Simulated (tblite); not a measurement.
C2H6ClSi4 (doublet state).
SMILES with atom numbers: `[C:1]#[C:2][Si@@H:3]1[SiH2:4][SiH2:5][Si@H:6]1[Cl:7]` (hydrogens: H8 on Si3; H9, H10 on Si4; H11, H12 on Si5; H13 on Si6)

Structure optimised with GFN2-xTB, isolated species. This method treats the open shell by occupation alone, without spin polarisation.

List the bond lengths, angles and torsions at this level.

```
   bond  length (bohr)
  C1≡C2          2.301
 C2–Si3          3.473
Si3–Si4          4.502
Si4–Si5          4.464
Si5–Si6          4.502
Si6–Cl7          3.885
Si3–Si6          4.587
 Si3–H8          2.788
 Si4–H9          2.783
Si4–H10          2.773
Si5–H11          2.775
Si5–H12          2.774
Si6–H13          2.767
```

A selection of angles:
```
      angle  degrees
  C1–C2–Si3    165.2
 C2–Si3–Si4    119.6
 C2–Si3–Si6    103.0
  C2–Si3–H8    109.4
Si4–Si3–Si6     89.2
 Si4–Si3–H8    115.7
 Si6–Si3–H8    118.2
Si3–Si4–Si5     90.5
 Si3–Si4–H9    117.1
Si3–Si4–H10    116.7
 Si5–Si4–H9    114.0
Si5–Si4–H10    116.2
 H9–Si4–H10    102.8
Si4–Si5–Si6     90.8
Si4–Si5–H11    120.1
Si4–Si5–H12    117.2
Si6–Si5–H11    114.5
Si6–Si5–H12    110.8
H11–Si5–H12    103.5
Si5–Si6–Cl7    111.2
Si5–Si6–H13    124.3
Cl7–Si6–H13    101.7
Si3–Si6–Si5     88.9
Si3–Si6–Cl7    108.0
Si3–Si6–H13    122.1
```

Torsions: C2–Si3–Si4–Si5 -99° (anticlinal); Si3–Si4–Si5–Si6 -6° (synperiplanar); Si4–Si5–Si6–Cl7 -103° (anticlinal); C2–Si3–Si6–Si5 115° (anticlinal).

The Si–Si distances run from 2.362 Å (Si4–Si5, drawn single) to 2.428 Å (Si3–Si6, drawn single), a spread of 0.066 Å. Si4 (silicon bonded to 2 Si and 2 H) has angles from 90.5° to 117.1°. The 4-membered ring Si3–Si4–Si5–Si6 has internal angles of 88.9° to 90.8° (sum 359°, against 360° for a flat polygon); it is slightly puckered (a soft mode that the optimisation may not have finished), 0.06 Å rms from its mean plane, widest ring torsion 6°. Si3 (silicon bonded to C, 2 Si and H) has angles from 89.2° to 119.6°. Si5 (silicon bonded to 2 Si and 2 H) has angles from 90.8° to 120.1°. Si6 (silicon bonded to Cl, 2 Si and H) has angles from 88.9° to 124.3°.

Point group: C1 (no symmetry element, even within 0.4 Å). Its GFN2-xTB frequencies are all real (lowest 33 cm⁻¹).

One conformer stands for the species.

All values are computed, not measured.
